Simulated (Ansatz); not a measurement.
Zr2B2. The state is a triplet with charge 0. Geometry PBE0-D4/def2-TZVP; atoms count from 1.

```xyz
4

Zr    0.651   -0.870    1.116
Zr   -1.384   -0.349   -0.623
B     0.001    1.055    0.315
B     0.731    0.164   -0.807
```

In the def2 sets Zr takes a core potential; there is no spin–orbit coupling. The charge 0 triplet is spin-contaminated (final ⟨S²⟩ up to 2.29, 2.00 for a pure state). The structure comes from a short search, and lower isomers may exist.

(1) Estimate the Mulliken populations from the PBE0/def2-TZVP orbitals of Ansatz.

(2) Where does the spin sit?

(3) And the Mayer bond orders between heavy atoms (over 0.3)?

## Answers

(1) 
```json
{"atom": "Zr1", "charge (e)": "0.26", "spin (α − β)": "0.97", "d electrons": "2.67"}
{"atom": "Zr2", "charge (e)": "0.26", "spin (α − β)": "0.97", "d electrons": "2.67"}
{"atom": "B3", "charge (e)": "-0.26", "spin (α − β)": "0.03", "d electrons": "–"}
{"atom": "B4", "charge (e)": "-0.26", "spin (α − β)": "0.03", "d electrons": "–"}
```
Mulliken values depend strongly on the basis.

(2) Summed by element: Zr 1.93, B 0.07, of 2 unpaired in all. Largest on single atoms: Zr2 0.97, Zr1 0.97, B3 0.03.

(3) Zr1–Zr2 2.08 (2.73 Å); Zr1–B3 1.21 (2.18 Å); Zr1–B4 1.21 (2.18 Å); Zr2–B3 1.21 (2.18 Å); Zr2–B4 1.21 (2.18 Å); B3–B4 1.22 (1.61 Å).
